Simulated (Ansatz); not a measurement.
The first iterations of a band of C2H6BN (10 atoms, charge 0, multiplicity 1).

The calculation used Ansatz, RKS PBE0-D4/def2-mTZVP.

* movable images: 7
* climbing image: yes
* spring: 5.0 eV/Å²
* optimiser: quadratic models (default)
* start path: straight line
* force threshold: 0.05 eV/Å
* iteration limit: 28
* end points: relaxed

Initial state:

```xyz
10
Properties=species:S:1:pos:R:3
B -0.834 0.408 -1.341
C -0.134 0.306 -0.141
C 0.107 -1.125 0.271
N 0.309 1.253 0.804
H -1.503 0.383 -2.305
H -0.351 -1.316 1.247
H 1.182 -1.331 0.348
H -0.304 -1.847 -0.441
H 1.263 1.065 1.099
H 0.264 2.204 0.461
```

Final state:

```xyz
10
Properties=species:S:1:pos:R:3
B -0.966 0.409 -1.250
C -0.086 0.305 -0.176
C 0.216 -1.126 0.196
N 0.646 1.252 0.569
H -1.637 0.387 -2.213
H -0.086 -1.331 1.231
H 1.291 -1.317 0.107
H -0.309 -1.848 -0.436
H 0.588 1.066 1.566
H 0.342 2.203 0.405
```

| iteration | highest image above the first end (eV) | largest band force component (eV/Å) |
| --- | --- | --- |
| 1 | 1.827 | 16.988 |
| 2 | 0.163 | 1.470 |

Question: Does the band converge within its limit, and where does its top end?

Answer: The forces met the threshold. It ended after 7 iterations with the highest image 0.133 eV above the first end. Another band between the same ends (7 images) ends at a top of the same energy, where a vibrational analysis finds 1 clearly imaginary mode.

Time of the run: 3.7 min on 1 thread of Intel(R) Xeon(R) Platinum 8259CL CPU @ 2.50GHz (Skylake/Cascade Lake) (shared host), peak memory 0.19 GiB.
